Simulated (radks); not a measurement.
Problem. Coherent X-ray form factor from a spherical all-electron density. Calculated with a radial shooting solver on a logarithmic mesh with Libxc functionals: Dirac Kohn-Sham, LB94 model potential, spin-unpolarised, spherical densities, finite nucleus; Fermi nuclear charge, rms radius of each element as measured or else 0.836 A^(1/3) + 0.57 fm.

sin(theta)/lambda (1/angstrom)  f0 (electrons)
0.05                                    35.744
0.1                                     34.999
0.15                                    33.838
0.2                                     32.362
0.25                                    30.688
0.3                                     28.930
0.4                                     25.517
0.5                                     22.571
0.6                                     20.163
0.8                                     16.439
1                                       13.419
1.25                                    10.354
1.5                                      8.191
2                                        5.984

The species is in the configuration that NIST lists as its ground one. Which atom or ion scatters so?

Solution. The technetium ion Tc7+, [Kr]. Extrapolating in s^2 from the first two rows gives f0(0) = 36.0, near the electron count 36; among species with that count, the fall with angle is slower the higher Z, and the table is that of Z = 43; from so few rows the species is fixed only to a neighbour or two.
